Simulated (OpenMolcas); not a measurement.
Cr2+ with its 8 nearest fluoride ions at 2.284 Å, on the Ca site of CaF2 (a = 5.46294 Å, distance in the model lattice 2.366 Å). The rest of the host is ab initio model potentials to 7.6 Å and point charges beyond; the distance is set by hand and nothing relaxes. Ligand basis ANO-RCC-VDZP.

```yaml
Program: OpenMolcas
Method: "SS-CASPT2, IPEA 0.25 Eh, imaginary shift 0.1 Eh (closed shells correlated: 3s 3p and the ligand valence shells)"
Basis: ANO-RCC-VTZP [6s5p3d2f1g]
Scalar_Hamiltonian: DKH2, point nucleus
Active_space: 4 electrons in 5 orbitals (3d)
State_averaging: 2S+1 = 5 even, 5 roots; 2S+1 = 3 even, 45 roots; 2S+1 = 1 even, 50 roots
Spin-orbit_coupling: RASSI with atomic mean-field integrals over the reference wave functions
```

(1) What is the spin-free ground state (labels of O, the rotations of Oh)?

(2) Where is the first state of the same spin?

(3) What are the lowest two levels with spin-orbit coupling?

(4) What is χT at 300 K, and how does it compare with the textbook value?

## Answers

(1) 5T2, 3-fold in its orbital part, 100 % from free-ion D terms; it has the highest spin that d4 allows.

(2) 5E at 5470 cm-1 above the ground state.

(3) A 1-fold level, then a 3-fold level 12 cm-1 above it. Their leading multiplicities are 5 (100 %) and 5 (100 %).

(4) The lowest level has 2S+1 = 5, for which the spin-only value is χT = S(S+1) / 2 = 3.000 cm3 K/mol (g = 2). The computed 2.639 at 300 K differs by -0.361, through orbital momentum, spin-orbit coupling and any other state in reach. With a threefold ground state the orbital momentum is unquenched, so the spin-only value is not expected to hold.

Roots that are degenerate in the reference are averaged as groups; the widest CASPT2 spread within a group is 1700 cm-1 (the 6-fold group of multiplicity 3 near 22800 cm-1 above the lowest state of its run). Shifts and gaps below about the spread of the groups concerned are not significant. Over all roots computed the reference weight is 0.68 to 0.70; a low but even weight reflects the number of correlated electrons. An orbital triplet at a regular site is open to Jahn-Teller coupling, which can distort the site and quench the lowest spin-orbit gaps and is left out. Ligand-to-metal charge-transfer states are missing. These CASPT2 states fit no ligand-field parameters well, so their order and spin gaps are uncertain. With no ligand orbital active B as a rule stays too high, so bands that hang on it stand too high and its fall with covalency is understated. With one d shell and no ligand orbital active, 10Dq can be off by tens of per cent for divalent 3d ions, low with halides held by bare charges and at times high in hosts. Free-ion shares, where given, are those of the reference states; single-state CASPT2 does not remix them. A group larger than the point group allows holds several states that coincide in this model. No measured value stands beside these numbers; the geometry was set by hand and not optimised.
